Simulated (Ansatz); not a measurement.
`[F][Ge]([F])([F])[SH]` + H–F → `[F][Ge]([F])([F])[F]` + H₂S  (ligand exchange at a Ge–S bond)

Gas-phase electronic energies from Ansatz, PBE0-D4/def2-TZVP geometries. CCSD(T)/CBS adds triple-zeta CCSD(T) − MP2 to the extrapolated MP2 energy (def2 sets, frozen cores). This one scheme is used for every species. Functionals use def2-TZVPP. B3LYP here is the variant with VWN-RPA as its local correlation; programs differ in this. For Ge outer-core shells are correlated without core-valence functions, which leaves a few kJ/mol of doubt a bond. Scalar relativity is left out up to krypton. One conformer a species, not always the lowest.

`[F][Ge]([F])([F])[SH]`:

Z-matrix (Å, degrees):
```
Ge
F 1 1.705
F 1 1.708 2 107.2
F 1 1.708 2 107.3 3 111.8
S 1 2.166 2 109.4 3 -124.1
H 5 1.346 1 91.5 2 -178.8
```

H–F:

Z-matrix (Å, degrees):
```
F
H 1 0.920
```

`[F][Ge]([F])([F])[F]`:

Z-matrix (Å, degrees):
```
Ge
F 1 1.692
F 1 1.692 2 109.5
F 1 1.691 2 109.5 3 120.0
F 1 1.692 2 109.5 3 -120.0
```

H₂S:

Z-matrix (Å, degrees):
```
S
H 1 1.341
H 1 1.341 2 92.3
```

```csv
level,ΔE (kcal/mol),difference from CCSD(T)/CBS
LDA (SPW92),1.9,1.3
PBE0-D4,1.5,0.9
r2SCANh-D4,-0.7,-1.3
BHLYP-D4,-1.0,-1.6
B2PLYP,-1.9,-2.5
PBE,0.9,0.3
revPBE,0.4,-0.2
BLYP,-1.7,-2.3
B3LYP,-1.7,-2.3
LC-ωPBE,-1.2,-1.8
HF/def2-SVP,-4.9,-5.5
CCSD(T)/def2-SVP,-4.5,-5.1
HF/def2-TZVPP,-5.9,-6.5
MP2/def2-TZVPP,-0.8,-1.4
HF/def2-QZVPP,-6.6,-7.2
CCSD/CBS(def2),-0.1,-0.7
CCSD(T)/CBS,0.6,0
```

Largest T1 diagnostic among the species: 0.012.

At CCSD(T), def2-SVP lies −5.1 kcal/mol from the extrapolated value and def2-TZVPP −2.4 kcal/mol. From BLYP to BHLYP (50 % exact exchange), in def2-TZVPP and without D4, ΔE moves by −0.9 kcal/mol. In def2-TZVPP, CCSD(T) changes the Hartree–Fock value by +4.1 kcal/mol (the triples alone add +0.7 kcal/mol) and MP2 by +5.0 kcal/mol.
